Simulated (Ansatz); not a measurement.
```yaml
crystal:
  periodic: [false, false, false]
  atoms:
    - {symbol: B, position_ang: [-1.587010, -0.137512, 0.023268]}
    - {symbol: O, position_ang: [-0.253590, -0.026392, 0.010819]}
    - {symbol: Al, position_ang: [1.402907, 0.102741, -0.029752]}
    - {symbol: Cl, position_ang: [2.555700, -1.168111, 1.126312]}
    - {symbol: Cl, position_ang: [2.287043, 1.534008, -1.234098]}
    - {symbol: H, position_ang: [-2.122779, -0.867555, -0.767058]}
    - {symbol: H, position_ang: [-2.221072, 0.494822, 0.824811]}
basis:
  gaussian: {orbitals: aug-pcseg-2}
magnetization: {spin_polarized: true, initial_magnetization: 1}
hamiltonian: {xc: {name: BLYP}}
scf: {lower_state_search: light}
output: {forces: true}
```

```sh
$ ansatz run in.yaml --threads 2 --pin off --events-out ev --progress --plain --max-ram 4352MiB
```

Output, abridged:

```
Error: a molecule whose nuclei and cores have a total charge of 62 cannot have a net charge of 0 together with 1 unpaired electrons
```

What is wrong with this run?

The number of unpaired electrons doesn't fit the electron count. The input was rejected before any iteration.
